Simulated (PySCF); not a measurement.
Si(OH)4 (H4O4Si), SMILES O[Si](O)(O)O.

Coordinates come from a PBE-D3(BJ)/def2-SVP optimisation. The isomer is the one that the SMILES or the coordinates give; other isomers of the formula were not compared. One conformer was computed; it need not be the lowest.

Two levels are set side by side: TDA-PBE/def2-SVPD (PySCF) and TDA-CAM-B3LYP/def2-SVPD (PySCF). Vertical, same geometry. The lowest singlet is HOMO→LUMO 100 % with PBE and HOMO→LUMO 87 % with the other functional; states are paired by order. Differences are taken from unrounded values.

```tsv
quantity	TDA-CAM-B3LYP
lowest singlet excitation (eV)	7.85
lowest triplet excitation (TDA) (eV)	7.52
first bright state (f over 0.05) (eV)	8.57
its oscillator strength	0.17
```

Q: What does TDA-PBE give, and how far is it from TDA-CAM-B3LYP? (An estimate is asked for; the answer gives what the named calculation found.)

A: 
```csv
quantity,TDA-PBE,TDA-PBE minus TDA-CAM-B3LYP
lowest singlet excitation (eV),6.50,-1.35
lowest triplet excitation (TDA) (eV),6.33,-1.18
first bright state (f over 0.05) (eV),7.26,-1.31
its oscillator strength,0.09,-0.08
```

Functionals without exact exchange tend to place singlet excitations lower, as here. Differences between two approximate levels are no errors against the true value.

Rough cost on one machine, each run with all the roots and properties that it gave: TDA-CAM-B3LYP against TDA-PBE about 4 times.
